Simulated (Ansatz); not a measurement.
Consider the formal exchange of groups at a Te–C bond: `OB(O)[Te]C(F)(F)F` + `C[SiH2]C#N` → `C[SiH2][Te]B(O)O` + `N#CC(F)(F)F`.

Computed with Ansatz on PBE0-D4/def2-TZVP structures; ΔE is electronic, products minus reactants. CCSD(T)/CBS is the MP2 limit (def2-TZVPP, def2-QZVPP) plus CCSD(T) − MP2 in def2-TZVPP, frozen cores. DFT in def2-TZVPP. Elements past krypton have def2 core potentials. For Te outer-core shells are correlated without core-valence functions, which leaves a few kJ/mol of doubt a bond. One conformer a species, not always the lowest.

```json
{"level": "r2SCAN-D4", "ΔE (kJ/mol)": "-2.4"}
{"level": "PBE0", "ΔE (kJ/mol)": "-10.6"}
{"level": "HF/def2-TZVPP", "ΔE (kJ/mol)": "-9.5"}
{"level": "MP2/def2-TZVPP", "ΔE (kJ/mol)": "-13.6"}
{"level": "SCS-MP2/def2-TZVPP", "ΔE (kJ/mol)": "-8.4"}
{"level": "MP2/def2-QZVPP", "ΔE (kJ/mol)": "-11.2"}
{"level": "SCS-MP2/def2-QZVPP", "ΔE (kJ/mol)": "-6.4"}
{"level": "HF/CBS(def2)", "ΔE (kJ/mol)": "-8.5"}
```

(1) What does CCSD(T)/CBS give? (Estimate.)

Largest T1 diagnostic among the species: 0.013.

Answers

(1) Ansatz gave: -3.0 kJ/mol. The listed levels differ from it by 0.6, -7.6, -6.5, -10.6, -5.4, -8.2, -3.4, -5.5 kJ/mol.

From PBE to PBE0 (25 % exact exchange), in def2-TZVPP and without D4, ΔE moves by −7.2 kJ/mol.
